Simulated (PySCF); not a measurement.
C2H9FOSi2. Atoms are numbered in the order given.

```xyz
15

O     -2.6384    -0.5603    -0.9935
C     -1.4506     0.2107    -0.8510
Si    -0.2251    -0.6766     0.2762
F     -1.1488    -1.1024     1.5695
C      1.1810     0.4116     0.8452
Si     2.2432     1.1523    -0.5330
H     -2.9611    -0.7638    -0.1045
H     -1.0236     0.3462    -1.8596
H     -1.6538     1.2359    -0.4721
H      0.2683    -1.9435    -0.3246
H      0.7621     1.2421     1.4410
H      1.8370    -0.1679     1.5183
H      2.8120     0.0679    -1.3855
H      1.4073     2.0377    -1.3962
H      3.3627     1.9551     0.0370
```
Charge 0, spin multiplicity 1.

Geometry: B3LYP-D3(BJ)/def2-SVP. The structure was generated by enumeration; whether it is a known compound was not checked. Other conformers were not sampled.

Level of theory: SMD-PBE0/def2-SVP (PySCF).

Solvation free energies are E(SMD) − E(gas) at the gas-phase geometry, for 1 M in both phases. In vacuum the dipole moment is 2.08 D.

Computed solvation free energies in water, benzene, toluene:
```json
[
 {"solvent": "water", "ΔG(solv) (kcal/mol)": "-3.3", "its non-electrostatic (CDS) part": "4.6", "dipole (D)": "2.68"},
 {"solvent": "benzene", "ΔG(solv) (kcal/mol)": "-3.4", "its non-electrostatic (CDS) part": "-1.3", "dipole (D)": "2.28"},
 {"solvent": "toluene", "ΔG(solv) (kcal/mol)": "-3.3", "its non-electrostatic (CDS) part": "-1.1", "dipole (D)": "2.29"}
]
```
